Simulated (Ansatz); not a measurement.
CH3F2GaO, SMILES `FC(F)[O][GaH2]` from Hartree–Fock to CCSD(T)

```
atom   x (Å)   y (Å)   z (Å)
  F1  -1.832  -0.496   0.895
  C2  -0.615   0.078   0.959
  F3   0.302  -1.029   0.656
  O4  -0.399   0.983   0.056
 Ga5   0.739   0.139  -1.194
  H6  -0.405   0.338   2.001
  H7   2.214   0.602  -1.043
  H8  -0.005  -0.616  -2.330
```

The species carries charge 0 and has multiplicity 1. Correlated methods include outer-core shells of Ga, which these sets cover unevenly. Scalar relativity is left out up to krypton. All single points use the PBE0-D4/def2-TZVP geometry. It is one conformer, not always the lowest. Frozen core, restricted reference, the Gaussian-basis code of Ansatz.

```json
{"basis": "def2-SVP", "HF (Eh)": "?", "MP2 corr.": "-0.89953", "CCSD corr.": "?", "(T)": "-0.02244", "CCSD(T) total": "?"}
{"basis": "def2-TZVPP", "HF (Eh)": "-2236.76673", "MP2 corr.": "?", "CCSD corr.": "-1.13464", "(T)": "-0.04032", "CCSD(T) total": "?"}
{"basis": "def2-QZVPP", "HF (Eh)": "-2236.82131", "MP2 corr.": "?", "CCSD corr.": "–", "(T)": "–", "CCSD(T) total": "–"}
```

(1) Fill in the withheld values. (An estimate is asked.)

Answers

(1) Ansatz gave: def2-SVP HF (Eh): -2236.13070; def2-SVP CCSD corr.: -0.91257; def2-SVP CCSD(T) total: -2237.06571; def2-TZVPP MP2 corr.: -1.12653; def2-TZVPP CCSD(T) total: -2237.94169; def2-QZVPP MP2 corr.: -1.45163.
